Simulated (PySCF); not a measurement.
Order these species by their calculated properties.

Species are written as SMILES; each is one conformer at its optimised geometry, gas phase, non-relativistic unless stated. Electronic properties by PySCF.

The conformers computed, where there is a choice (atom-mapped SMILES and torsion angles):
- `[CH2+:1][C:2]([F:3])[CH:4]=[O:5]`: C1–C2–C4–O5 0°
- `[CH3:1][CH:2]/[N:3]=[CH:4]/[CH3:5]`: C1–C2–N3–C4 180°
- `[CH2:1]=[N:2][C:3]([CH3:4])[CH3:5]`: C1–N2–C3–C4 -19°
- `[CH2:1]=[N:2][CH:3][CH2:4][CH3:5]`: C1–N2–C3–C4 -20°, N2–C3–C4–C5 -168°
- `[CH2:1]/[CH:2]=[CH:3]/[CH2:4][NH2:5]`: C2–C3–C4–N5 113°, H–N5–C4–C3 61°, H–N5–C4–C3 -57°
- `[O:1]=[C:2]1[CH:3][CH:4]=[C:5]1[CH2:6][Cl:7]`: C4–C5–C6–Cl7 77°
- `[CH3:1]/[C:2]=[N:3]/[CH2:4][CH3:5]`: C2–N3–C4–C5 -2°

(1) Rank by smallest rotational constant, lowest first (GFN2-xTB).
A. `[CH2+][C](F)C=O` [radical]
B. `C=N[C](C)C` [radical]
C. `C=N[CH]CC` [radical]
D. `C[CH]/N=C/C` [radical]

(2) By how much do the two ends of that ranking differ?

(3) Rank by isotropic g value, lowest first (unrestricted B3LYP/pcH-1, mean-field spin–orbit at GFN2-xTB geometries).
A. `C=N[CH]CC` [radical]
B. `O=C1[CH]C=C1CCl` [radical]
C. `[CH2+][C](F)C=O` [radical]
D. `[CH2]/C=C/CN` [radical]
E. `C/[C]=N/CC` [radical]
F. `c1n(c(c(c1)C)F)[SiH2]` [radical]

## Answers

(1) D (2.134 GHz), C (2.343 GHz), B (2.902 GHz), A (2.961 GHz).

(2) By 0.827 GHz, between `[CH2+][C](F)C=O` [charge +1 and doublet state] and `C[CH]/N=C/C` [doublet state].

(3) E (2.00147), A (2.00231), D (2.00249), F (2.00259), B (2.00269), C (2.00353).
